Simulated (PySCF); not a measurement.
# Reading the logs of faulty runs: Ge2H4N cation

Calculated results; nothing here was measured. They come from PySCF 2.14.0, an open-source quantum chemistry program, on an isolated molecule that a program drew, which may never have been made. The molecule is Ge2H4N cation (charge +1, singlet), drawn as the SMILES string `[GeH2]=[N][GeH2+]`.

Each row is a Hartree-Fock (HF) and frozen-core CCSD(T) single point in the cc-pVDZ basis, meant for a local HF minimum. Run 1 is clean. Each other run has one planted mistake out of seven kinds, and not every kind appears here: one electron removed, one electron added, multiplicity raised by two, geometry at a saddle point, minimal basis STO-3G, one bond length entered in bohr, all coordinates scaled. The reference is restricted for singlets and unrestricted otherwise, and also for a bond in bohr. Adding or removing an electron swaps singlet and doublet. Electrons count all cores. HOMO and LUMO are orbital energies over both spins, the gradient is its largest component, and the lowest frequency (negative if imaginary) is given only where the gradient is small. Bond lengths are over the 6 bonds as drawn. T1 is the CCSD diagnostic: over 0.02 (restricted) or 0.045 (unrestricted) a single reference is doubtful. Germanium has the cc-pVDZ-PP basis, with a core potential (ECP10MDF) in place of its 10 inner electrons, and its 3s, 3p and 3d shells are frozen in CCSD(T).

Geometry of the clean run:
```xyz
7
Ge2H4N cation, angstrom
Ge   -1.5382   -1.0278   -1.1365
N    -0.3185   -1.2608    0.0040
Ge    0.9012   -1.4938    1.1446
H    -1.4417   -1.6987   -2.4858
H    -2.7201   -0.1495   -0.8023
H     0.8034   -2.6389    2.1240
H     2.0842   -0.5561    1.1801
```

```
run  electrons  basis functions  <S^2>  HOMO (eV)  LUMO (eV)  gradient (hartree/bohr)  lowest frequency (cm^-1)  mean bond (Å)  longest bond (Å)      T1  HF (hartree)  CCSD(T) (hartree)                     mistake
  1         74               80  0.000     -15.78      -3.62                  1.7e-05                       109         1.5687             1.686  0.0245    -643.23314         -643.61358                    no fault
  2         74               80  0.000     -16.61      -3.43                  7.3e-02                         -         1.4479             1.556  0.0190    -643.17316         -643.53612      all coordinates scaled
  3         74               80  2.046     -11.29      -5.46                  1.2e-01                         -         1.5687             1.686  0.0242    -643.12555         -643.46484  multiplicity raised by two
  4         75               80  1.031      -5.63       1.30                  6.3e-02                         -         1.5687             1.686  0.0504    -643.39780         -643.79203          one electron added
  5         74               80  0.000     -15.70      -4.78                  5.0e-05                      -125         1.5809             1.715  0.0170    -643.22670         -643.60316  geometry at a saddle point
  6         74               80  1.410     -12.16      -6.10                  4.3e-02                         -         1.8187             3.186  0.0546    -643.10984         -643.45049                           ?
```

**Which mistake was planted in run 6, and what did it cost?**

The mean bond changes by a factor of 1.159 and the longest by 1.890, so the molecule wasn't scaled as a whole. A length L in bohr read as angstrom grows by (1/0.5292 - 1) L = 0.890 L. The 6 bonds together grew by 6 x 0.2500 = 1.500 Å, which gives L = 1.686 Å. That is the length of one of the Ge-N bonds, 1.686 Å in the clean geometry. So the mistake is: one bond length entered in bohr. Subtracting run 1 and multiplying by 627.51 kcal/mol a hartree, the energy moved by 77.4 kcal/mol in HF and 102.3 kcal/mol in CCSD(T).

Cautions from the logs. Run 1: T1 is over the limit, so its CCSD(T) energy is less reliable; run 4: T1 is over the limit, so its CCSD(T) energy is less reliable; run 6: T1 is over the limit, so its CCSD(T) energy is less reliable.
